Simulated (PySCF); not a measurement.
Al(Me)(Cl) (CH3AlCl), SMILES [Al]([CH3])[Cl], multiplicity 2. Atoms are numbered in the order given.

```xyz
6

Al     0.7154    -0.4492     0.0000
C     -0.4899    -2.0116     0.0000
H     -1.1307    -1.9602    -0.8849
H     -1.1307    -1.9602     0.8849
H      0.0429    -2.9621     0.0000
Cl    -0.2437     1.4583     0.0000
```
Charge 0, spin multiplicity 2.

Geometry: B3LYP-D3(BJ)/def2-TZVP. The multiplicity is an assumed one; other spin states were not compared. The isomer is the one that the SMILES or the coordinates give; other isomers of the formula were not compared.

Method: PySCF with B3LYP/pcH-1.

Unrestricted Kohn–Sham, ⟨S²⟩ = 0.752. Hyperfine tensors hold the contact and dipolar terms, without spin-orbit corrections.

Task: Estimate the hyperfine couplings. (Estimate from the structure and the level; the computed values follow.)

Result: 
```tsv
nucleus	A(iso) (MHz)	A(iso) (G)	dipolar principal values (MHz)
27Al no. 1	965.8	344.6	-53.0, -49.2, 102.2
13C no. 2	129.7	46.3	-15.6, -14.8, 30.4
1H no. 3	5.2	1.9	-7.6, -1.3, 8.9
1H no. 4	5.2	1.9	-7.6, -1.3, 8.9
1H no. 5	-10.5	-3.8	-8.1, -2.7, 10.8
35Cl no. 6	31.0	11.1	-17.6, -16.1, 33.7
```

Task: And the g tensor (effective nuclear charges for spin-orbit coupling, GIAO)? (An estimate is asked for; the answer gives what the named calculation found.)

Result: principal values 1.9916, 2.0014, 2.0046; isotropic 1.9992.
